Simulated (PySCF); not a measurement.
Job file and geometry (Å, from PBE0-D3(BJ)/def2-SVP) of an NMR shielding run on [CdCl4]2-, [CdCl4]2-, GIAO PBE0/pcSseg-1 Cd:def2-TZVP NMR shielding, core potentials past Kr, else non-relativistic, gas phase in PySCF; density fitting, a coarse starting grid and PySCF grid level 2 are the driver's defaults:

```
{"job": {"kind": "nmr", "xc": "PBE0", "basis": {"default": "pcSseg-1", "Cd": "def2-TZVP"}}, "charge": -2, "multiplicity": 1}
Cd     0.008946     0.010714     0.013530
Cl    -0.297107    -0.160734     2.511418
Cl     2.461391     0.010431    -0.578004
Cl    -1.065904     2.108358    -0.886423
Cl    -1.107326    -1.968769    -1.060521
```

Q: What does the program print?

A: 
```
coarse grid: 33472 points
cycle   1  E = -2005.9345934807  dE = -1.039e+01  |g| = 3.660e+00  |ddm| = 6.093e+00
cycle   2  E = -1978.2959515528  dE =  2.764e+01  |g| = 8.417e+00  |ddm| = 2.005e+01
cycle   3  E = -2007.5943604291  dE = -2.930e+01  |g| = 1.532e+00  |ddm| = 1.969e+01
cycle   4  E = -2008.0494001845  dE = -4.550e-01  |g| = 6.087e-01  |ddm| = 2.496e+00
cycle   5  E = -2008.1320705645  dE = -8.267e-02  |g| = 9.178e-02  |ddm| = 7.235e-01
cycle   6  E = -2008.1332223371  dE = -1.152e-03  |g| = 1.534e-02  |ddm| = 8.242e-02
cycle   7  E = -2008.1332575784  dE = -3.524e-05  |g| = 5.051e-03  |ddm| = 1.494e-02
cycle   8  E = -2008.1332640660  dE = -6.488e-06  |g| = 1.315e-03  |ddm| = 6.408e-03
final grid: 61392 points
cycle   9  E = -2008.1332370468  dE = -3.185e-08  |g| = 1.562e-03  |ddm| = 2.683e-03
cycle  10  E = -2008.1332368842  dE =  1.626e-07  |g| = 1.886e-03  |ddm| = 2.629e-03
cycle  11  E = -2008.1332374320  dE = -5.478e-07  |g| = 8.772e-05  |ddm| = 1.421e-03
cycle  12  E = -2008.1332374338  dE = -1.767e-09  |g| = 1.015e-05  |ddm| = 1.005e-04
cycle  13  E = -2008.1332374338  dE = -1.819e-11  |g| = 2.560e-06  |ddm| = 1.149e-05
converged SCF energy = -2008.1332374338

GIAO shielding tensors (ppm)
atom      isotropic    diamagn.    paramagn.     s11        s22        s33       span
  0 Cd         nan         nan         nan        nan        nan        nan        nan
  1 Cl    1071.304    1149.123     -77.819   1046.247   1048.857   1118.806     72.559
  2 Cl    1070.679    1149.131     -78.451   1046.070   1047.272   1118.697     72.627
  3 Cl    1069.996    1149.137     -79.142   1044.441   1046.984   1118.562     74.121
  4 Cl    1067.976    1149.163     -81.187   1042.349   1044.033   1117.546     75.197
```

Q: Turn these shieldings into chemical shifts. Referencing at the same level of theory: 35Cl (σref 943.27) against HCl.

A: Averaging equivalent atoms: Cl 1/2/3/4: -127 ppm. No reference was computed at this level for Cd. 

Cd is described by an effective core potential, so it has no shielding of its own here; spin–orbit effects on the atoms bonded to it, which can be large, are absent, and the values of these neighbours are rough.

Size and cost of the density-fitted run: 136 basis functions, 8.5 s wall time on 1 thread of an Arm Neoverse V2, shared host.
